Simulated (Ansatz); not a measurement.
Species: C$_{2}$H$_{10}$Si$_{2}$, SMILES `C[SiH2]C[SiH3]` (C–Si–C–Si torsion 61°) (charge 0, multiplicity 1).

Problem. Give a relaxed geometry from PBE0-D3(BJ)/def2-TZVP (Ansatz, a first-principles code).

Solution. One answer among several that fit: the end point of this relaxation, one of several conformers (outside a Z-matrix the atoms follow the SMILES, hydrogens last).
Bonded distances (Å): C1–Si2 1.870, C1–H5 1.092, C1–H6 1.092, C1–H7 1.093, Si2–C3 1.875, Si2–H8 1.491, Si2–H9 1.490, C3–Si4 1.870, C3–H10 1.096, C3–H11 1.095, Si4–H12 1.488, Si4–H13 1.488, Si4–H14 1.488. Angles (°): Si2–C1–H5 111.3, Si2–C1–H6 110.7, Si2–C1–H7 110.8, H5–C1–H6 108.0, H5–C1–H7 108.0, H6–C1–H7 108.0, C1–Si2–C3 111.6, C1–Si2–H8 109.5, C1–Si2–H9 109.8, C3–Si2–H8 109.5, C3–Si2–H9 108.8, H8–Si2–H9 107.6, Si2–C3–Si4 114.9, Si2–C3–H10 109.0, Si2–C3–H11 108.5, Si4–C3–H10 108.9, Si4–C3–H11 108.4, H10–C3–H11 106.9, C3–Si4–H12 110.3, C3–Si4–H13 110.6, C3–Si4–H14 111.4, H12–Si4–H13 108.1, H12–Si4–H14 108.4, H13–Si4–H14 108.0.
